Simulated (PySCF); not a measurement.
Computed shifts of a molecule CH9FOSi3, PBE/pcSseg-1 in PySCF, GIAO, gas phase, atoms alike by connectivity averaged where their shifts nearly agree, in ppm (number of nuclei): ¹³C: -9.8 (1). ²⁹Si: -18.5 (1), -22.0 (1), -70.3 (1). ¹⁹F: -194.3 (1). ¹H: 5.94 (2), 5.54 (2), 4.40 (2), 0.38 (3). References: ¹³C against TMS (σ = 182.0 ppm); ²⁹Si against TMS (σ = 335.4 ppm); ¹⁷O against H2O (σ = 334.3 ppm); ¹⁹F against CFCl3 (σ = 133.6 ppm); ¹H against TMS (σ = 31.49 ppm), references at their B3LYP-D3(BJ)/def2-TZVP geometries, non-relativistic. Geometry optimised at r2SCAN-D4/def2-SVP. The values are those of a single conformer.

Problem. Which molecule gave these data?
(A) O[Si@H]([SiH3])[C@H](F)[SiH3]
(B) CO[Si](F)([SiH3])[SiH3]
(C) C[SiH2][Si@@H](F)O[SiH3]
(D) C[SiH2][SiH2]O[SiH2]F

Solution. D, C[SiH2][SiH2]O[SiH2]F
